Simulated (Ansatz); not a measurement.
Start from `C[Si](C)(C)[CH2][Ga]([F])[F]` and change one atom or group to get `C[Si](C)(C)[CH2][Ga]([F])[Cl]`.

Ansatz, PBE0-D4/def2-TZVP geometries, multiplicity 1. Each molecule was computed in one conformer, which needn't be the lowest.

Scalar relativity is left out up to krypton.

```
                                        property  `C[Si](C)(C)[CH2][Ga]([F])[F]`
             HOMO energy (B3LYP/def2-TZVPP) / eV                           -8.38
             LUMO energy (B3LYP/def2-TZVPP) / eV                           -1.07
size of the dipole moment (B3LYP/def2-TZVPP) / D                            4.12
              HOMO energy (PBE0/def2-TZVPP) / eV                           -8.57
             HOMO–LUMO gap (PBE/def2-TZVPP) / eV                            5.67
           LUMO energy (ωB97M-V/def2-TZVPP) / eV                            0.97
```

**Question.** Give the same properties after the change, and the shifts. (Best estimate.)

**Answer.** Ansatz gave: 
| property | `C[Si](C)(C)[CH2][Ga]([F])[Cl]` | shift |
| --- | --- | --- |
| HOMO energy (B3LYP/def2-TZVPP) / eV | -8.20 | 0.18 |
| LUMO energy (B3LYP/def2-TZVPP) / eV | -1.15 | -0.08 |
| size of the dipole moment (B3LYP/def2-TZVPP) / D | 3.77 | -0.35 |
| HOMO energy (PBE0/def2-TZVPP) / eV | -8.41 | 0.16 |
| HOMO–LUMO gap (PBE/def2-TZVPP) / eV | 5.47 | -0.20 |
| LUMO energy (ωB97M-V/def2-TZVPP) / eV | 0.86 | -0.11 |

With PBE0 the HOMO rises by 0.16 eV and the LUMO falls by 0.13 eV, so the gap narrows by about 0.29 eV. PBE moves the HOMO by 0.13 eV and ωB97M-V by 0.19 eV. Dipoles are sizes alone; their direction can turn.

Positive LUMOs are unbound, so they and the gaps depend on the basis.

B3LYP here is the variant with VWN-RPA as its local correlation; programs differ in this.
